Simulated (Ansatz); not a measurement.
Pulling on the C2–H3 bond in CH4OSn (SMILES [CH3][Sn][OH]) (multiplicity 1 held, fragments rigid). Energies count from the point at 1.093 Å.
Geometry at that point (charge 0, multiplicity 1):
```xyz
7

Sn     0.02238    -0.06361     0.38858
C      0.41948     1.60722    -0.98166
H     -0.20202     2.46932    -0.72594
H      0.20080     1.28779    -2.00053
H      1.46423     1.92100    -0.91166
O     -0.53753    -1.25055    -1.13047
H     -0.79865    -2.13663    -0.85715
```

Restricted levels (R-, RO-) in cc, def2 and unpolarised 6-31G sets keep to the state of the molecule at rest. Unrestricted levels (U-) break spin symmetry where that is lower. Active spaces are followed from a long bond inwards. Curves can end on different states.

Correlated levels freeze the cores. Filled d and f shells under p-block atoms count as core.

Run with Ansatz (an electronic-structure program). Each number belongs to the level named beside it. In def2 rows elements past Kr take small-core potentials, without spin–orbit coupling.

### Question
One of these levels gives 98.76 kcal/mol for the energy at R = 3.498 Å. Which?
A. U-SCS-MP2/def2-SVP
B. CASSCF(2,2)/def2-SVP
C. R-MP2/def2-SVP

### Answer
B, CASSCF(2,2)/def2-SVP. The others give 147.32 (R-MP2/def2-SVP), 110.99 (U-SCS-MP2/def2-SVP)

Doubts at one or more of the structures used: a restricted determinant that unrestricted orbitals would lower (R-MP2/def2-SVP); a spin-contaminated determinant (U-SCS-MP2/def2-SVP).
